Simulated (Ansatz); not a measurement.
Basis sets compared for In2P. Charge 0, multiplicity 2. Geometry r2SCAN-D4/def2-TZVP. Ansatz on 4 threads of Arm Neoverse V1 on a shared host; times are rough, and most runs start from earlier orbitals.

```
atom   x (Å)   y (Å)   z (Å)
 In1   0.138  -0.354   2.212
 In2  -0.554   1.071  -1.893
  P3   0.416  -0.717  -0.319
```

In the def2 sets In takes a core potential; there is no spin–orbit coupling. The structure comes from a short search, and lower isomers may exist.

Binding counts from free atoms (In doublet, P quartet) in the same basis, without a counterpoise term.

| level | functions | energy (Eh) | HOMO (eV) | LUMO (eV) | binding per atom (eV) | wall time |
| --- | --- | --- | --- | --- | --- | --- |
| PBE-D4/def2-SVP | 70 | -721.3879 | -4.51 | -4.33 | 1.60 | 2 s |
| PBE-D4/def2-TZVP | 137 | -721.5166 | -4.52 | -4.32 | 1.62 | 7 s |
| r2SCAN-D4/def2-TZVP | 137 | -721.7695 | -4.72 | -4.04 | 1.53 | 11 s |
| PBE0-D4/def2-SVP | 70 | -721.4059 | -5.27 | -3.39 | 1.50 | 1.3 s |
| PBE0-D4/def2-TZVP (with forces) | 137 | -721.5321 | -5.28 | -3.37 | 1.53 | 6 s |

Task: Estimate the rows for PBE-D4/def2-TZVPD, r2SCAN-D4/def2-TZVPD, PBE0-D4/def2-TZVPD.

Result: 
```
               level  functions  energy (Eh)  HOMO (eV)  LUMO (eV)  binding per atom (eV)  wall time
   PBE-D4/def2-TZVPD        155    -721.5173      -4.54      -4.33                   1.63       10 s
r2SCAN-D4/def2-TZVPD        155    -721.7701      -4.73      -4.04                   1.53       12 s
  PBE0-D4/def2-TZVPD        155    -721.5327      -5.30      -3.38                   1.54        7 s
```
